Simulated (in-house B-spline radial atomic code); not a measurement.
Orbital energies and mean radii along the 4-electron series, configuration [He] 2s2. The effective charge is n√(-2ε), a non-relativistic measure. Computed with an all-electron radial atomic-structure program (B-spline basis): Dirac-Hartree-Fock, average of the configuration, finite nuclei.

```tsv
ion	Z	energy of 1s1/2 (Eh)	mean radius of 1s1/2 (bohr)	energy of 2s1/2 (Eh)	mean radius of 2s1/2 (bohr)	effective charge of 1s1/2
Mo38+	42	-859.89	0.03492	-203.82	0.14329	41.47
Tc39+	43	-903.44	0.034044	-214.52	0.13959	42.507
Ru40+	44	-948.15	0.033208	-225.51	0.13606	43.547
Rh41+	45	-994.03	0.032408	-236.81	0.13269	44.588
Pd42+	46	?	?	?	?	?
Ag43+	47	-1089.35	0.030906	-260.32	0.12637	46.676
Cd44+	48	-1138.79	0.030201	-272.54	0.12341	47.724
In45+	49	?	?	?	?	?
Sn46+	50	?	?	?	?	?
Sb47+	51	-1294.43	0.028244	-311.1	0.1152	50.881
Te48+	52	-1348.77	0.02764	-324.59	0.11267	51.938
I49+	53	-1404.37	0.027058	-338.41	0.11024	52.998
Xe50+	54	-1461.23	0.026496	-352.57	0.10789	54.06
Cs51+	55	-1519.37	0.025953	-367.06	0.10562	55.125
Ba52+	56	-1578.8	0.025429	-381.88	0.10343	56.193
```

Question: Fill in the row of Pd42+.

Answer: energy of 1s1/2 (Eh): -1041.1; mean radius of 1s1/2 (bohr): 0.031641; energy of 2s1/2 (Eh): -248.41; mean radius of 2s1/2 (bohr): 0.12946; effective charge of 1s1/2: 45.631.

Question: Fill in the row of In45+.

Answer: energy of 1s1/2 (Eh): -1189.45; mean radius of 1s1/2 (bohr): 0.029523; energy of 2s1/2 (Eh): -285.08; mean radius of 2s1/2 (bohr): 0.12056; effective charge of 1s1/2: 48.774.

Question: Fill in the row of Sn46+.

Answer: energy of 1s1/2 (Eh): -1241.33; mean radius of 1s1/2 (bohr): 0.028872; energy of 2s1/2 (Eh): -297.93; mean radius of 2s1/2 (bohr): 0.11783; effective charge of 1s1/2: 49.826.

Question: How does the screening of 1s1/2 change?

Answer: Z less the effective charge goes from 0.53 at Z = 42 to -0.19 at Z = 56.
